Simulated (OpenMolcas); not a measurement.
## Ga⁺: effect of the IPEA shift

```yaml
Program: OpenMolcas 26.06
Basis: ANO-RCC-VTZP [6s5p3d1f]
Scalar_Hamiltonian: DKH2, point nucleus
Active_space: 2 electrons in 4 orbitals (4s 4p)
State_averaging: 2S+1 = 3 even, 3 roots; 2S+1 = 1 even, 7 roots; 2S+1 = 3 odd, 3 roots; 2S+1 = 1 odd, 3 roots
Spin-orbit_coupling: RASSI with atomic mean-field integrals over the reference wave functions, term energies averaged over their components
```

Methods on the same reference wave functions:
A. CASSCF
B. MS-CASPT2, IPEA 0 Eh, imaginary shift 0.1 Eh (closed shells correlated: 3d)
C. MS-CASPT2, IPEA 0.25 Eh, imaginary shift 0.1 Eh (closed shells correlated: 3d)

Energies in cm⁻¹ above 4s² ¹S₀, the measured ground level; measured values from NIST Handbook of Basic Atomic Spectroscopic Data.

```tsv
Level	A	B	C	Measured
4s² ¹S₀	0.0	0.0	0.0	0.0
4s 4p ³P°₀	43058	45656	45789	47368
4s 4p ³P°₁	43431	46027	46160	47814
4s 4p ³P°₂	44191	46789	46922	48750
4s 4p ¹P°₁	74071	71078	71700	70701
4p² ³P₀	109972	113456	113733	
4p² ³P₁	110370	113868	114143	
4p² ³P₂	111066	114400	114774	
4p² ¹D₂	119409	115935	117588	107721
4p² ¹S₀	138219	134412	135132
```

Deviations, from unrounded energies. A percentage is the sum of absolute deviations over the sum of measured energies, with the sign that they share, or ± where signs differ.

```json
{"Against measurement": "mean absolute deviation (cm-1)", "Levels": "5", "A": "5700", "B": "2800", "C": "3200"}
{"Against measurement": "other configurations (%)", "Levels": "5", "A": "±8.8", "B": "±4.4", "C": "±4.9"}
```

B lies closest to measurement on these levels and A furthest from it. The largest miss of B in the table is 4p² ¹D₂, by +8200 cm-1. The ranking rests on the paired levels alone, and a cruder setting can come out closer through cancelling errors.

Between B and C the level of the table that moves most is 4p² ¹D₂, by 1700 cm-1 (lowest in B, highest in C).

The lowest spin-free term lies below A's lowest term by 0.403 hartree in B, 0.402 hartree in C.

Over all roots computed the reference weight is 0.89 to 0.95 in B; the roots of lowest weight are the least certain, and an intruder state may touch them. The ¹D term of p² mixes with s d, which this space lacks. Without dynamic correlation excited terms often stand tens of per cent too high (terms of higher spin than the ground term too low), and those without a measured partner can miss by more than the paired ones (holds for A). Computed and measured levels are paired by configuration, term and J; levels that our copy of the source lacks, or whose pairing is in doubt (as where it misses far off the trend of its configuration), stay unpaired and out of the deviations. Only configurations of the active space appear.

° marks odd parity.
